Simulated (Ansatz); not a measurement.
Consider the redistribution: `C[SiH2][AsH2]` + `[SiH3]C1=C[SiH2]1` → `C[SiH2]C1=C[SiH2]1` + `[SiH3][AsH2]`.

Computed with Ansatz on PBE0-D4/def2-TZVP structures; ΔE is electronic, products minus reactants. CCSD(T)/CBS adds triple-zeta CCSD(T) − MP2 to the extrapolated MP2 energy (def2 sets, frozen cores). DFT in def2-TZVPP. For As outer-core shells are correlated without core-valence functions, which leaves a few kJ/mol of doubt a bond. Scalar relativity is left out up to krypton. Each species was taken in one conformer, which may not be the lowest.

`C[SiH2][AsH2]`:

```xyz
10

C     1.122   -0.118   -1.059
Si   -0.522    0.330   -0.284
As   -0.327    0.243    2.075
H     1.067   -0.042   -2.148
H     1.404   -1.142   -0.804
H     1.911    0.550   -0.709
H    -1.594   -0.573   -0.785
H    -0.897    1.728   -0.635
H    -1.835    0.305    2.270
H    -0.329   -1.280    2.078
```

`[SiH3]C1=C[SiH2]1`:

```xyz
10

Si    1.258   -1.111   -0.551
C    -0.075   -0.012    0.099
C    -0.956    0.031    1.102
Si   -1.115    1.491    0.063
H     1.412   -2.330    0.289
H     0.922   -1.513   -1.941
H     2.541   -0.362   -0.569
H    -1.194   -0.625    1.932
H    -2.222    1.629   -0.911
H    -0.573    2.803    0.487
```

`C[SiH2]C1=C[SiH2]1`:

```xyz
13

C     0.796   -0.436    2.074
Si    0.817    0.712    0.599
C    -0.308    0.127   -0.748
C    -1.147   -0.884   -0.992
Si   -1.098    0.245   -2.392
H     1.119   -1.440    1.789
H    -0.209   -0.507    2.496
H     1.467   -0.074    2.857
H     2.190    0.815    0.035
H     0.383    2.080    0.993
H    -1.467   -1.759   -0.437
H    -2.194    1.209   -2.646
H    -0.349   -0.087   -3.626
```

`[SiH3][AsH2]`:

Cartesian coordinates in Å:
```
Si -0.140 -0.734 -0.429
As 0.800 0.814 1.093
H -0.660 -1.891 0.346
H 0.937 -1.208 -1.335
H -1.243 -0.162 -1.244
H -0.575 1.285 1.546
H 0.882 1.896 0.024
```

(1) Is it downhill or uphill in electronic energy at CCSD(T)/CBS, and by how much? (Best estimate.)

(2) What do these levels give: ωB97X-V, B2PLYP, r2SCAN, HF/def2-TZVPP, HF/def2-QZVPP, SCS-MP2/def2-QZVPP? (An estimate is asked.)

Largest T1 diagnostic among the species: 0.013.

Results:

(1) The calculation gave: Nearly level: ΔE = -2.1 kJ/mol.

(2) Ansatz gave: ωB97X-V -2.4, B2PLYP -2.0, r2SCAN -2.4, HF/def2-TZVPP -1.9, HF/def2-QZVPP -1.9, SCS-MP2/def2-QZVPP -1.5 kJ/mol.
